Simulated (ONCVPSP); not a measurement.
## Transferability test, ONCV potential for osmium

ONCVPSP 4.0.1 input, shortened (lines: element, Z, core and valence counts, functional; n l f; lmax; l rc ep ncon nbas qcut; lloc lpopt rc5 dvloc0; l nproj debl; icmod fcfact rcfact), PBE, scalar-relativistic:

```
  Os 76.00    9    5        4      upf
    1    0    2.00
    2    0    2.00
    2    1    6.00
    3    0    2.00
    3    1    6.00
    3    2   10.00
    4    0    2.00
    4    1    6.00
    4    2   10.00
    4    3   13.00
    5    0    2.00
    5    1    6.00
    5    2    7.00
    6    0    2.00
    3
    0    1.50    0.00    5    9    6.30
    1    1.30    0.00    4    7    7.00
    2    1.70    0.00    4    7    4.80
    3    0.50    0.00    4    8   22.50
    3    5    0.50    0.00
    0    2    2.70
    1    2    2.60
    2    2    3.20
    3    0    3.00
    1    0.65    0.00
```

Energies are relative to the spin-unpolarised reference configuration 4f13 5s2 5p6 5d7 6s2; without spin polarisation the order of configurations can differ from experiment.

Q: Give the all-electron excitation energy and the error of the potential for: 4f14 5s2 5p6 5d6 6s2; 4f14 5s2 5p6 5d6 6s1; 4f14 5s2 5p6 5d6 6s0; 4f14 5s2 5p6 5d6 6s1 6p1.

A:

```tsv
valence configuration	charge	ΔE all-electron (eV)	error AE − PS (meV)
4f14 5s2 5p6 5d6 6s2	0	-50.249	-833
4f14 5s2 5p6 5d6 6s1	+1	-40.673	-746
4f14 5s2 5p6 5d6 6s0	+2	-23.756	-639
4f14 5s2 5p6 5d6 6s1 6p1	0	-45.190	-759
```

Levels in the configuration 4f14 5s2 5p6 5d6 6s0:

```csv
level,all-electron (eV),pseudo (eV)
4f,-69.119,-67.971
5s,-108.707,-108.093
5p,-68.030,-67.941
5d,-22.924,-23.012
```

Note: ghosts flagged at negative energy: s at -1203.8 eV, p at -957.5 eV, d at -290.9 eV; GHOST(+) flagged for s at 199.2 eV. A true bound ghost makes a file unfit for plane-wave use.
